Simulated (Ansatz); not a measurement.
Mulliken charges of `FC(F)(F)[Si](Cl)(Cl)Cl` from r2SCAN/def2-TZVPP in Ansatz (PBE0-D4/def2-TZVP geometry).

| atom | x (Å) | y (Å) | z (Å) | charge (e) |
| --- | --- | --- | --- | --- |
| F1 | 0.598 | -0.948 | 1.600 | -0.165 |
| C2 | 0.748 | -0.631 | 0.308 | 0.374 |
| F3 | 0.751 | -1.773 | -0.391 | -0.165 |
| F4 | 1.955 | -0.067 | 0.167 | -0.165 |
| Si5 | -0.653 | 0.555 | -0.291 | 0.631 |
| Cl6 | -0.566 | 2.232 | 0.828 | -0.170 |
| Cl7 | -0.325 | 0.967 | -2.239 | -0.170 |
| Cl8 | -2.416 | -0.393 | -0.038 | -0.170 |

Question: By hand: the dipole of these point charges (1 e Å = 4.8032 D).

Answer: Σ q r = (-0.115, 0.097, -0.049) e Å, of length 0.158 e Å = 0.76 D.

Question: How does the dipole of the full density compare? (An estimate is asked.)

Answer: Computed: (-0.171, 0.145, -0.073) e Å, 1.13 D; the point charges give 0.67 times that, at 0° from its direction.

Point charges leave out the atoms' own dipoles, such as those of lone pairs, and Mulliken's split depends on the basis, so the two needn't agree.
